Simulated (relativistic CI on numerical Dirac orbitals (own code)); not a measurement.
## Mg XI: q coefficients

Computed by Dirac-Coulomb-Breit CI, separate exchange-only KLI orbitals for each configuration, derivatives by finite differences, unscaled Slater integrals, QED left out (own radial code, finite nucleus).

Configuration list: 1s2, 1s 2s, 1s 2p. Levels of other configurations are missing.

With x = (α/α₀)² − 1 an excitation energy changes as ω = ω₀ + qx; K = 2q/ω₀ is the relative enhancement. Terms are leading LS components, so labels can repeat.

Lowest level 1s2 1S_0.

| Level | ω₀ (cm⁻¹) | q (cm⁻¹) | K |
| --- | --- | --- | --- |
| 1s 2s 3S_1 | 10728322 | 13270 | 0.00247 |
| 1s 2p 3P°_0 | 10824754 | 15780 | 0.00292 |
| 1s 2p 3P°_1 | 10825575 | 16490 | 0.00305 |
| 1s 2p 3P°_2 | 10829119 | 20160 | 0.00372 |
| 1s 2s 1S_0 | 10832631 | 14910 | 0.00275 |
| 1s 2p 1P°_1 | 10903542 | 18120 | 0.00332 |

At this charge energies of transitions that change n are usually good to better than 1 %, and those within a shell (Δn = 0) to a few per cent.
